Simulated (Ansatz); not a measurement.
Reaction (isomerisation): `O[SiH2]/C(O)=C/S` → `O=COC[SiH2]S`

Program: Ansatz. Geometries: PBE0-D4/def2-TZVP. ΔE: electronic, gas phase. CCSD(T)/CBS is the MP2 limit (def2-TZVPP, def2-QZVPP) plus CCSD(T) − MP2 in def2-TZVPP, frozen cores. DFT in def2-TZVPP. B3LYP here is the variant with VWN-RPA as its local correlation; programs differ in this. Each species was taken in one conformer, which may not be the lowest.

`O[SiH2]/C(O)=C/S`:

```xyz
12

O    -0.649   -0.624   -2.499
Si   -0.216    0.619   -1.515
C     0.288   -0.004    0.184
O     1.287   -0.909    0.167
C    -0.293    0.431    1.312
S     0.323   -0.083    2.885
H     0.002   -1.310   -2.654
H    -1.406    1.483   -1.358
H     0.929    1.381   -2.081
H     1.466   -1.158    1.094
H    -1.096    1.155    1.279
H    -0.635   -0.981    3.186
```

`O=COC[SiH2]S`:

Z-matrix (Å, degrees):
```
C
Si 1 1.892
O 1 1.438 2 111.1
H 1 1.093 2 110.5 3 122.3
H 1 1.091 2 110.4 3 -117.3
S 2 2.140 1 105.6 3 -169.6
H 2 1.483 1 109.3 3 -47.7
H 2 1.485 1 110.6 3 72.5
C 3 1.332 1 116.1 2 91.0
H 6 1.342 2 94.0 1 -147.0
O 9 1.196 3 126.0 1 0.2
H 9 1.099 3 108.9 1 179.9
```

```tsv
level	ΔE (kJ/mol)	difference from CCSD(T)/CBS
PBE0-D4	11.6	-13.0
B3LYP-D4	14.2	-10.4
ωB97X-V	4.9	-19.7
ωB97M-V	15.0	-9.6
PBE	6.3	-18.3
PBE0	10.6	-14.0
B3LYP	12.2	-12.4
HF/def2-TZVPP	3.1	-21.5
MP2/def2-TZVPP	25.0	0.4
SCS-MP2/def2-TZVPP	18.9	-5.7
CCSD(T)/def2-TZVPP	17.1	-7.5
HF/def2-QZVPP	4.4	-20.2
MP2/def2-QZVPP	29.7	5.1
HF/CBS(def2)	4.6	-20.0
MP2/CBS(def2)	32.5	7.9
CCSD/CBS(def2)	24.2	-0.4
CCSD(T)/CBS	24.6	0
```

Largest T1 diagnostic among the species: 0.015.

From PBE to PBE0 (25 % exact exchange), in def2-TZVPP and without D4, ΔE moves by +4.4 kJ/mol. In def2-TZVPP, CCSD(T) changes the Hartree–Fock value by +14.0 kJ/mol (the triples alone add +0.5 kJ/mol) and MP2 by +21.8 kJ/mol.
